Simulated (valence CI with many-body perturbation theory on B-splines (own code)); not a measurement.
## Hyperfine factors and g values of Ni VIII

Calculated by valence CI with perturbative core correlation (CI+MBPT): three valence electrons over a frozen Dirac-Fock core [Ar], a basis of 9 s, 9 p, 10 d, 8 f, 5 g, 3 h, 1 i functions for each j, with the one-electron correlation potential Σ1, the two-electron term Σ2, the three-electron term Σ3, Breit, model QED; selected CI, second order for the rest, scaled by the run's own slope (own B-spline code, finite nucleus).

Set against measurement, 6 paired levels are off by 360 cm⁻¹ on average, the worst by 837. These come from a selection out of Corliss and Sugar, J. Phys. Chem. Ref. Data 10, 197 (1981). Levels without a partner in it may be off by more, other configurations by 1,000 to 8,000 cm⁻¹. The list stops below the first excitations out of the core. Only levels of the ground parity were solved; by the run's estimate the other parity begins above the list, which can be wrong where configurations are misplaced.

A/g_I is the dipole constant over the nuclear g factor μ/I (μ in nuclear magnetons, uniformly magnetised nucleus), B/Q the quadrupole constant per barn. Both hold the static response of the core; the bare values leave it out. Large factors of s and p1/2 electrons are usually good to 5 to 10 %; those of open d and f shells near neutrality can be off by tens of per cent, and small factors of p3/2, d and f electrons come from cancelling terms and can be off by a factor of two or in sign, in half-filled shells by more. B is blank for J = 1/2, where it vanishes, and for nearly pure S terms. Energies count from the lowest level.

Names give the largest LS component (configuration and term), which can be under half, so a name can repeat, a term be missing and a line seem to break the LS rules; names also repeat where a configuration has a term twice. Letters in brackets count levels of one name in rising energy.

| Level | E (cm⁻¹) | g | A/g_I (MHz) | A/g_I bare | B/Q (MHz/b) | B/Q bare |
| --- | --- | --- | --- | --- | --- | --- |
| 3d3 4F_3/2 | 0.0 | 0.400 | 1690 | 1520 | -334 | -347 |
| 3d3 4F_5/2 | 944 | 1.028 | 908 | 935 | -330 | -344 |
| 3d3 4F_7/2 | 2169 | 1.237 | 674 | 765 | -460 | -479 |
| 3d3 4F_9/2 | 3610 | 1.332 | 605 | 727 | -679 | -707 |
| 3d3 4P_1/2 | 23917 | 2.632 | -1470 | -943 |  |  |
| 3d3 4P_3/2 | 24181 | 1.711 | 400 | 645 | -756 | -786 |
| 3d3 4P_5/2 | 25506 | 1.599 | 111 | 314 | 954 | 991 |
| 3d3 2G_7/2 | 25621 | 0.889 | 1160 | 1150 | 519 | 543 |
| 3d3 2G_9/2 | 26770 | 1.103 | 878 | 928 | 672 | 701 |
| 3d3 2P_3/2 | 33108 | 1.100 | 1060 | 1110 | -897 | -934 |
| 3d3 2P_1/2 | 33740 | 0.704 | 224 | 136 |  |  |
| 3d3 2H_9/2 | 35263 | 0.917 | 1010 | 1000 | 1770 | 1840 |
| 3d3 2H_11/2 | 35985 | 1.090 | 898 | 946 | 2040 | 2120 |
| 3d3 2D_5/2 [a] | 36774 | 1.201 | 734 | 816 | -686 | -719 |
| 3d3 2D_3/2 [a] | 37286 | 1.053 | 841 | 874 | 113 | 112 |
| 3d3 2F_7/2 | 57664 | 1.142 | 871 | 937 | 647 | 676 |
| 3d3 2F_5/2 | 58313 | 0.857 | 978 | 951 | 680 | 709 |
| 3d3 2D_5/2 [b] | 90263 | 1.199 | 636 | 717 | 1580 | 1650 |
| 3d3 2D_3/2 [b] | 90839 | 0.799 | 1560 | 1520 | 1200 | 1250 |

Task: Take the isotope of mass number 61, with I = 3/2, μ = -0.74965 μN and Q = 0.162 b. What is the hyperfine structure of 3d3 4F_7/2?

Result: From the table A = -337 MHz, B = -74.5 MHz. Shifts from the centre of gravity in MHz: F = 2: 2230, F = 3: 1280, F = 4: -49.7, F = 5: -1790.
